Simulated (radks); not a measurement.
The numbers below are computed, except where a source is named.
Ionisation ladder of gold, from Au44+ to Au65+. Each ion is in the ground configuration listed by NIST, and IE = E(next ion) - E(this ion). Level of theory: Dirac Kohn-Sham, BLYP, spin-unpolarised, spherical densities, finite nucleus; open shells fill j = l - 1/2 first; Fermi nuclear charge, rms radius 5.4371 fm (a radial shooting solver on a logarithmic mesh with Libxc functionals).

species      configuration  IE, Delta-SCF (eV)  -e(HOMO) (eV)   HOMO  <r> HOMO (bohr)
Au44+    [Ar] 3d10 4s2 4p5                   ?         2295.4  4p3/2            0.382
Au45+    [Ar] 3d10 4s2 4p4              2385.9         2355.7  4p3/2            0.380
Au46+    [Ar] 3d10 4s2 4p3              2446.5         2416.2  4p3/2            0.378
Au47+    [Ar] 3d10 4s2 4p2              2650.6         2618.3  4p1/2            0.355
Au48+    [Ar] 3d10 4s2 4p1              2715.1         2682.8  4p1/2            0.353
Au49+        [Ar] 3d10 4s2                   ?         2855.0  4s1/2            0.356
Au50+        [Ar] 3d10 4s1                   ?         2918.3  4s1/2            0.355
Au51+            [Ar] 3d10              4881.6         4811.9  3d5/2            0.164
Au52+             [Ar] 3d9              5021.9         4951.5  3d5/2            0.163
Au53+             [Ar] 3d8                   ?         5092.5  3d5/2            0.161
Au54+             [Ar] 3d7              5306.9         5235.0  3d5/2            0.160
Au55+             [Ar] 3d6              5451.5         5378.9  3d5/2            0.159
Au56+             [Ar] 3d5              5597.5         5524.2  3d5/2            0.158
Au57+             [Ar] 3d4              5850.6         5774.9  3d3/2            0.153
Au58+             [Ar] 3d3              6003.0         5926.6  3d3/2            0.152
Au59+             [Ar] 3d2              6156.8         6079.7  3d3/2            0.151
Au60+             [Ar] 3d1              6311.8         6234.1  3d3/2            0.150
Au61+                 [Ar]              6735.9         6669.1  3p3/2            0.174
Au62+         [Ne] 3s2 3p5              6869.9         6802.8  3p3/2            0.173
Au63+         [Ne] 3s2 3p4              7004.2         6937.0  3p3/2            0.172
Au64+         [Ne] 3s2 3p3              7138.9         7071.5  3p3/2            0.171
Au65+         [Ne] 3s2 3p2              7783.7         7710.9  3p1/2            0.158

Estimate the withheld Delta-SCF values.

Answer. Au44+: 2325.5 eV (NIST 2320); Au49+: 2886.7 eV (NIST 2870); Au50+: 2950.1 eV (NIST 2941); Au53+: 5163.7 eV (NIST 5156).

Beside tabulated values, note that spin-unpolarised runs miss the spin-polarisation part of the exchange energy of open shells.
